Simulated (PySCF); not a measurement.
Job for PySCF: R-M06-2X/6-31G* on C2H7N (SMILES CNC), a point of a torsion scan.

```python
from pyscf import gto, scf, dft, mp
from pyscf.data.elements import chemcore

mol = gto.M(
    atom='''
    C     1.21547641    0.13111790    0.13260073
    N     0.01221180    0.00918666   -0.67820685
    C    -1.22076735   -0.04072896    0.07681745
    H     1.78349118   -0.80180439    0.20754083
    H     0.96300457    0.46894050    1.13590578
    H     1.87096465    0.87823037   -0.32341394
    H     0.08006101   -0.79205807   -1.29512717
    H    -1.27880726   -0.87866673    0.78982126
    H    -2.05432615   -0.12278687   -0.61940461
    H    -1.32694541    0.89086893    0.63269423
    ''',
    basis='6-31g*',
    cart=True,
    charge=0, spin=0, verbose=3, max_memory=1800)
mf = dft.RKS(mol, xc='m062x')
mf.conv_tol = 1e-8
mf.max_cycle = 100
mf.kernel()
if not mf.converged:
    mf = mf.newton().run(mf.mo_coeff, mf.mo_occ)
```

The log:

```
converged SCF energy = -135.07803776601
```

The run converged.

Cost: roughly 6 core-seconds.
